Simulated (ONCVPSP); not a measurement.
# Pseudopotential generation for arsenic: ONCV, LDA (Perdew-Wang 92), scalar-relativistic.

Input for ONCVPSP 4.0.1:

```
# ATOM AND REFERENCE CONFIGURATION
# atsym  z   nc   nv     iexc    psfile
  As 33.00    6    2  -001012      upf
#
#   n    l    f
    1    0    2.00
    2    0    2.00
    2    1    6.00
    3    0    2.00
    3    1    6.00
    3    2   10.00
    4    0    2.00
    4    1    3.00
#
# PSEUDOPOTENTIAL AND OPTIMIZATION
# lmax
    1
#
#   l,   rc,      ep,       ncon, nbas, qcut
    0    1.45    0.00    4    8    4.10
    1    1.55    0.00    4    9    4.50
#
# LOCAL POTENTIAL
# lloc, lpopt,  rc(5),   dvloc0
    4    3    0.95    3.00
#
# VANDERBILT-KLEINMAN-BYLANDER PROJECTORs
# l, nproj, debl
    0    2    1.00
    1    3    2.40
#
# MODEL CORE CHARGE
# icmod, fcfact, rcfact
    2    0.25    1.10
#
# LOG DERIVATIVE ANALYSIS
# epsh1, epsh2, depsh
   -2.00    5.00    0.02
#
# OUTPUT GRID
# rlmax, drl
    6.00    0.01
#
# TEST CONFIGURATIONS
# ncnf
    4
# nvcnf
#   n    l    f
    2
    4    0    2.00
    4    1    2.00
#
    2
    4    0    2.00
    4    1    1.00
#
    2
    4    0    2.00
    4    1    0.00
#
    2
    4    0    0.00
    4    1    5.00
#
```

Command:

```bash
oncvpsp.x < As.dat > As.out
```

Output (shortened: citation, most of the input echo, consistency checks and plot data are left out):

```
ONCVPSP  (Optimized Norm-Conservinng Vanderbilt PSeudopotential)
scalar-relativistic version 4.0.1

#   n    l    f        energy (Ha)
    1    0    2.00    -4.2992226E+02
    2    0    2.00    -5.4548410E+01
    2    1    6.00    -4.7883406E+01
    3    0    2.00    -6.9640222E+00
    3    1    6.00    -4.9029637E+00
    3    2   10.00    -1.5029494E+00
    4    0    2.00    -5.4020248E-01
    4    1    3.00    -1.9630392E-01

Reference configufation results
  iterations    23
  all-electron total energy (Ha)   -2.25775346D+03

Begin loop to  construct optimized pseudo wave functions
and semi-local pseudopoentials for all angular momenta

   Wellstate for l =  0  n =  5
     eigenvalue =   0.4598
     asymptotic potential =   0.9598
     half-point radius =  4.1644

Calculating optimized projector #   1

 for l=   0

    Fraction of norm inside rc  0.264424
    Optimizing pswf for qcut=   4.11 a_B^-1,  ecut=   8.45 Ha
    Residual kinetic energy error=  2.90D-03 Ha

    Energy error per electron        Cutoff
         Ha          eV             Ha
         0.01000     0.27211        6.74
         0.00100     0.02721       12.66
         0.00010     0.00272       37.48
         0.00001     0.00027       68.11

Calculating optimized projector #   2

 for l=   0

    Fraction of norm inside rc  0.106167
    Optimizing pswf for qcut=   4.11 a_B^-1,  ecut=   8.45 Ha
    Residual kinetic energy error=  3.39D-03 Ha

    Energy error per electron        Cutoff
         Ha          eV             Ha
         0.01000     0.27211        6.58
         0.00100     0.02721       21.80
         0.00010     0.00272       99.39
         0.00001     0.00027      115.89

   Wellstate for l =  1  n =  6
     eigenvalue =   2.2037
     asymptotic potential =   2.7037
     half-point radius =  3.8690

   Wellstate for l =  1  n =  6
     eigenvalue =   4.6037
     asymptotic potential =   5.1037
     half-point radius =  2.7469

Calculating optimized projector #   1

 for l=   1

    Fraction of norm inside rc  0.157350
    Optimizing pswf for qcut=   4.50 a_B^-1,  ecut=  10.11 Ha
    Residual kinetic energy error=  3.49D-04 Ha

    Energy error per electron        Cutoff
         Ha          eV             Ha
         0.01000     0.27211        2.55
         0.00100     0.02721        8.32
         0.00010     0.00272       16.71
         0.00001     0.00027       50.10

Calculating optimized projector #   2

 for l=   1

    Fraction of norm inside rc  0.104468
    Optimizing pswf for qcut=   4.50 a_B^-1,  ecut=  10.11 Ha
    Residual kinetic energy error=  6.31D-03 Ha

    Energy error per electron        Cutoff
         Ha          eV             Ha
         0.01000     0.27211        8.02
         0.00100     0.02721       94.43
         0.00010     0.00272      144.70
         0.00001     0.00027      181.79

Calculating optimized projector #   3

 for l=   1

    Fraction of norm inside rc  0.107417
    Optimizing pswf for qcut=   4.50 a_B^-1,  ecut=  10.11 Ha
    Residual kinetic energy error=  6.09D-02 Ha

    Energy error per electron        Cutoff
         Ha          eV             Ha
         0.01000     0.27211       30.88
         0.00100     0.02721      168.45
         0.00010     0.00272      190.24
         0.00001     0.00027      267.21

Construct Vanderbilt / Kleinmman-Bylander projectors

B matrix Hermiticity error, ll=   0
   1   2    5.9658E-05

  Orthonormal projector coefficients  1.4715E+01  3.6207E+00

B matrix Hermiticity error, ll=   1
   1   2   -1.1595E-04
   1   3   -2.8208E-04
   2   3   -1.5362E-04

  Orthonormal projector coefficients -5.1952E+01  8.9873E+00  1.9782E+00

Model core correction analysis
  based on d2Exc/dn_idn_j

d2excae - all-electron derivatives

   -2.838289D-02   -2.270933D-02
   -2.270945D-02   -2.328974D-02

d2excps - pseudofunction derivatives with no core correction

   -3.984506D-02   -2.848467D-02
   -2.848743D-02   -2.632042D-02

rms 2nd derivative error    7.199060E-03

amplitude prefactor, scale prefactor
    7.0571    1.2373

d2excps - pseudofunction derivatives with core correction

   -3.064361D-02   -2.390573D-02
   -2.390597D-02   -2.395734D-02

rms 2nd derivative error    1.450823E-03

Pseudoatom total energy   -6.281817

Diagnostic tests using Vanderbilt-Kleinman-Bylander pseudopotentials
  1 or more projectors used as specified by nproj input data

   l    rcore       rmatch      e in        delta e   norm test  slope test

   0   1.4567435   1.5009734  -0.5402025  -0.0000023   1.0000401   1.0000120
   0   1.4567435   1.5009734   0.4597975   0.0000089   1.0002124   1.0002124

   1   1.5558255   1.6030637  -0.1963039   0.0000028   1.0000299   1.0000208
   1   1.5558255   1.6030637   2.2036961   0.0000133   1.0002552   1.0002552
   1   1.5558255   1.6030637   4.6036961   0.0000108   1.0003374   1.0003374

 Testing for bound ghosts
   n   l    E NL Schr. Eq   E Basis Diag.   E Cutoff

   1   0       -0.540205       -0.527116    122.57

       1                       -3.585873    205.50  WARNING - GHOST(-)
   2   1       -0.196301       -0.159689    205.50

 Testing for highly-localized positive-energy ghosts
       l    <radius>/rc     E Basis Diag.   E Cutoff

       0        0.534483        2.075919    122.57  WARNING - GHOST(+)

       1        0.276768      108.329147    205.50  WARNING - GHOST(+)

Test configuration 0

   n   l     f        eae           eps        diff
   1   0  2.0000 -429.92225657
   2   0  2.0000  -54.54841014
   2   1  6.0000  -47.88340604
   3   0  2.0000   -6.96402218
   3   1  6.0000   -4.90296367
   3   2 10.0000   -1.50294942
   4   0  2.0000   -0.54020248   -0.54020475   -2.27D-06
   4   1  3.0000   -0.19630392   -0.19630112    2.80D-06

    Total energies and differences
      AE_ref= -2.25775346D+03  AE_tst= -2.25775346D+03  dif=  0.00D+00
      PS_ref= -6.28181711D+00  PS_tst= -6.28181711D+00  dif=  1.07D-14
      PSP excitation error= -1.07D-14

Test configuration 1

   n   l     f        eae           eps        diff
   1   0  2.0000 -430.28677626
   2   0  2.0000  -54.90982034
   2   1  6.0000  -48.24524438
   3   0  2.0000   -7.32444991
   3   1  6.0000   -5.26332498
   3   2 10.0000   -1.86246290
   4   0  2.0000   -0.86744625   -0.86780983   -3.64D-04
   4   1  2.0000   -0.49755423   -0.49768350   -1.29D-04

    Total energies and differences
      AE_ref= -2.25775346D+03  AE_tst= -2.25741097D+03  dif=  3.42D-01
      PS_ref= -6.28181711D+00  PS_tst= -5.93923771D+00  dif=  3.43D-01
      PSP excitation error= -8.99D-05

Test configuration 2

   n   l     f        eae           eps        diff
   1   0  2.0000 -430.72294408
   2   0  2.0000  -55.33952573
   2   1  6.0000  -48.67580423
   3   0  2.0000   -7.75176822
   3   1  6.0000   -5.69045380
   3   2 10.0000   -2.28783193
   4   0  2.0000   -1.24119724   -1.24257919   -1.38D-03
   4   1  1.0000   -0.84349485   -0.84420623   -7.11D-04

    Total energies and differences
      AE_ref= -2.25775346D+03  AE_tst= -2.25674370D+03  dif=  1.01D+00
      PS_ref= -6.28181711D+00  PS_tst= -5.27150248D+00  dif=  1.01D+00
      PSP excitation error= -5.58D-04

Test configuration 3

   n   l     f        eae           eps        diff
   1   0  2.0000 -431.21917142
   2   0  2.0000  -55.82539495
   2   1  6.0000  -49.16302037
   3   0  2.0000   -8.23346340
   3   1  6.0000   -6.17179552
   3   2 10.0000   -2.76636308
   4   0  2.0000   -1.64859775   -1.65200572   -3.41D-03

    Total energies and differences
      AE_ref= -2.25775346D+03  AE_tst= -2.25571341D+03  dif=  2.04D+00
      PS_ref= -6.28181711D+00  PS_tst= -4.23974453D+00  dif=  2.04D+00
      PSP excitation error= -2.03D-03

Test configuration 4

   n   l     f        eae           eps        diff
   1   0  2.0000 -430.04310338
   2   0  2.0000  -54.66596264
   2   1  6.0000  -48.00051885
   3   0  2.0000   -7.08391394
   3   1  6.0000   -5.02227170
   3   2 10.0000   -1.61938365
   4   1  5.0000   -0.24102221   -0.24130267   -2.80D-04

    Total energies and differences
      AE_ref= -2.25775346D+03  AE_tst= -2.25704746D+03  dif=  7.06D-01
      PS_ref= -6.28181711D+00  PS_tst= -5.57517707D+00  dif=  7.07D-01
      PSP excitation error= -6.40D-04
```

Note: ghosts flagged at negative energy: p at -97.6 eV; GHOST(+) flagged for s at 56.5 eV. A true bound ghost makes a file unfit for plane-wave use.

The run took about 3.1 s on one core of a shared server CPU.
